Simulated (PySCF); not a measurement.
# Correlation energy of N²⁺ (nitrogen, charge +2)

[He] 2s2 2p1, 2P determinant. Calculation: PySCF 2.14, in aug-cc-pVTZ-DK; scalar relativity by spin-free X2C-1e. Frozen: 1s2; 3 electrons correlated.

| level | correlation energy (mhartree) |
| --- | --- |
| CCSD | -83.20 |
| (T) | -1.04 |
| CCSD(T) | -84.24 |
| CCSDT | -84.47 |

Diagnostics: T1 = 0.0069, D1 = 0.0132, largest double amplitude 0.136.

**Question.** Is a single reference adequate?

**Answer.** Mostly. T1 lies below 0.03, but a double amplitude of this size points to a near-degeneracy that CCSD handles and MP2 describes poorly.
